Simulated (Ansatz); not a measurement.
`[O]=[V]([OH])([F])[Cl]` + `COC(F)F` → `C[O][V](=[O])([OH])[F]` + `FC(F)Cl`  (formal exchange of groups at a V–Cl bond)

Computed with Ansatz on PBE0-D4/def2-TZVP structures; ΔE is electronic, products minus reactants. CCSD(T)/CBS adds triple-zeta CCSD(T) − MP2 to the extrapolated MP2 energy (def2 sets, frozen cores). DFT in def2-TZVPP. For V outer-core shells are correlated without core-valence functions, which leaves a few kJ/mol of doubt a bond. Scalar relativity is left out up to krypton. Each species was taken in one conformer, which may not be the lowest.

```csv
level,ΔE (kJ/mol)
PBE0-D4,47.2
RPA@PBE/def2-TZVPP,46.2
MP2/def2-TZVPP,61.1
CCSD/def2-TZVPP,50.4
```

What does CCSD(T)/CBS give? (Estimate.)

Ansatz gave: +42.7 kJ/mol. The listed levels differ from it by 4.5, 3.5, 18.4, 7.7 kJ/mol.

Largest T1 diagnostic among the species: 0.032, so the coupled-cluster value is less sure than usual.

From r2SCAN to r2SCAN0 (25 % exact exchange), in def2-TZVPP and without D4, ΔE moves by +6.8 kJ/mol. Leaving LDA and LC-ωPBE aside and taking each functional with its dispersion term where it has one, the values, not all of them listed here, spread over 23.8 kJ/mol, from BLYP-D4 to PBE-QIDH. LDA lies +5.0 kJ/mol from PBE without D4. At CCSD(T), def2-SVP lies +5.3 kJ/mol from the extrapolated value and def2-TZVPP +5.1 kJ/mol.
